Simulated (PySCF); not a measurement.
FHSSe. Atoms are numbered in the order given.

```xyz
4

Se     0.2031     0.1968     0.5429
F      1.3528     0.8955    -0.6014
S     -1.1596    -0.7978    -0.7610
H     -0.5288    -1.9851    -0.8710
```

Coordinates come from a PBE0-D3(BJ)/def2-TZVP optimisation. One conformer was computed; it need not be the lowest.

Calculation: HF/def2-TZVPD run with PySCF.

Gas-phase values at a fixed geometry.

**Question.** Estimate the frontier levels, gap, dipole moment and polarisability. (An estimate is asked for; the answer gives what the named calculation found.)

**Answer.** 
| Property | Value |
|---|---|
| highest occupied level | -10.10 eV |
| lowest empty level | 1.02 eV |
| orbital gap | 11.12 eV |
| dipole moment | 2.22 D |
| quadrupole, principal values (traceless, Buckingham form, about the centre of nuclear charge) | -5.37, -0.62, 5.99 D·Å |
| mean static polarisability | 48.1 bohr³ (7.13 Å³) |
| polarisability, principal values | 40.0, 42.1, 62.2 bohr³ |
